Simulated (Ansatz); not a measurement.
Ideal-gas functions of F$_{2}$Sn, SMILES `[F][Sn][F]` at 500 K and 1 bar, from an Ansatz frequency run at PBE0-D4/def2-TZVP.

Molar mass 156.71 g/mol, point group C2v (symmetry number 2), electronic degeneracy 1, moments of inertia 48.387, 77.938, 126.325 u Å². Harmonic wavenumbers (cm⁻¹, unscaled): 194, 589, 608.

Use S(trans) = R[1.5 ln M + 2.5 ln T − 1.1517]; rotational temperatures θ = 24.2544 K / I; S(rot) = R[ln(√π/σ · √(T³/θAθBθC)) + 1.5]; for each mode x = 1.438777 ν̃/T, S = R[x/(eˣ − 1) − ln(1 − e⁻ˣ)] and H = RT x/(eˣ − 1); 1 cm⁻¹ = 0.0119627 kJ/mol; R = 8.31446 J/(mol·K).

Problem. By hand: the entropy, in J/(mol·K).

Solution. Translation 182.6. Rotation: θ = 0.5013, 0.3112, 0.192 K, giving 103.6. Vibration, mode by mode: 13.27, 4.86, 4.65, in all 22.8. Electronic 0.0. Sum 309.0 J/(mol·K).

Problem. By hand: H − E and G − E in kJ/mol, counted from the electronic energy.

Solution. Zero-point energy ½ × 1391 × 0.0119627 = 8.3; thermal vibration 6.2; translation, rotation and pV give 4 RT = 16.6. H − E = 31.1 kJ/mol, and G − E = 31.1 − 500 × 309.0/1000 = -123.4 kJ/mol.

Vibration gives 7 % of the entropy.
